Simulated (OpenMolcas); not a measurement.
Ni3+, Pd3+, Pt3+: d7 down the group

```
Program             : OpenMolcas
Method              : MS-RASPT2, IPEA 0.25 Eh, imaginary shift 0.1 Eh
Basis               : ANO-RCC-VTZP
Scalar Hamiltonian  : DKH2, point nucleus
Spin-orbit coupling : RASSI with atomic mean-field integrals over the reference wave functions, term energies averaged over their components
```

Active space for each ion: 7 electrons in 9 orbitals (RAS2 d s; RAS3 p, at most 2 electrons); closed shells correlated by CASPT2: Ni3+ 3s 3p; Pd3+ 4s 4p; Pt3+ 5s 5p.

Computed levels in cm-1 above 4F 9/2:

| Level | Ni3+ | Pd3+ | Pt3+ |
| --- | --- | --- | --- |
| 4F 7/2 | 1236 | 2940 | 10280 |
| 4P 5/2 | 18220 | 13260 | 16940 |
| 4P 1/2 | 19130 | 15090 | 20480 |
| 2G 9/2 | 19770 | 15280 | 19280 |
| 2G 7/2 | 20950 | 18090 | 25970 |
| 2P 1/2 | 24180 | 21530 | 34480 |
| 2H 11/2 | 27080 | 20780 | 25830 |
| 2D 5/2(1) | 27090 | 21700 | 30010 |
| 2H 9/2 | 28150 | 23750 | 36570 |
| weight of 4F in the lowest level (%) | 100 | 97 | 83 |

Mixed levels, with the weight of the term that names them: Pt3+ 4P 5/2 (70 %), Pt3+ 4P 1/2 (70 %), Pt3+ 2G 9/2 (58 %), Pt3+ 2P 1/2 (70 %), Pt3+ 2D 5/2(1) (69 %), Pt3+ 2H 9/2 (72 %).

Measured, with the error of the calculation in %. Measured levels: Ni3+ from Corliss and Sugar, J. Phys. Chem. Ref. Data 10, 197 (1981).

```csv
Level,Ni3+
4F 7/2,1190 (+3.9)
4P 5/2,18119 (+0.5)
4P 1/2,18958 (+0.9)
2G 9/2,19830 (-0.3)
2G 7/2,20948 (0)
2P 1/2,24651 (-1.9)
2H 11/2,26649 (+1.6)
2D 5/2(1),27096 (0)
2H 9/2,27678 (+1.7)
```

The fine-structure level 4F 7/2 changes by a factor of 8.32 from Ni3+ to Pt3+.

Without spin-orbit coupling 4P lies 17410, 11380, 8980 cm-1 above 4F in that order; the difference to the level 4P 5/2, of either sign, comes from spin-orbit coupling, which also lowers the zero.

CASPT2 breaks the degeneracy within a term, and the mean is taken; among the terms shown or strongly mixed into the levels shown the widest spread is 1700 cm-1 (3d7 4F, Ni3+). Blocks of more than 70 roots (2S+1 = 2 even) ran without multistate coupling. Some high roots are left out of the spin-orbit mixing, which shifts the levels that they would mix with. Terms from blocks run as CI alone lack orbitals of their own. The CASPT2 spread within a term exceeds the gap to the next term for 3d7 2H and 3d7 2D(1), so the order of their levels is uncertain (holds for Ni3+). Measured partners are found by configuration, term and J. A level has none where our copy of the source lacks it or the pairing is in doubt (some pairs that miss far off the trend of their configuration count as doubtful), and it then counts in no deviation. Only configurations of the active space appear.

A number in round brackets counts repeated terms of one configuration in the order of the reference energies.
